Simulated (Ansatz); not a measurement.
System: BCl, charge 1, doublet. BCl+ (parent SMILES [B]Cl, doublet).
B3LYP-D3(BJ)/def2-TZVP minimum from Ansatz (a program for electronic structure):
```xyz
2

B      0.0000     0.0000    -1.2365
Cl     0.0000     0.0000     0.3637
```
Charge +1, spin multiplicity 2.

Total energies in cc-pV(Q+d)Z, 9 correlated electrons, 6 frozen orbitals. Open shells are spin-unrestricted; no spin-orbit coupling. Cores are frozen in correlated methods. No relativity.

```csv
method,program,energy (Eh),minus CCSDT(Q) (mEh)
HF,Ansatz,-483.84080,283.77
MP2,Ansatz,-484.09022,34.34
CCSD,Ansatz,-484.10821,16.35
CCSD(T),Ansatz,-484.12278,1.78
CCSDT(Q),Ansatz,-484.12456,0.00
```

Rough core times of Ansatz's runs on a shared machine: CCSD(T) under 20 s, CCSDT(Q) 20 min.
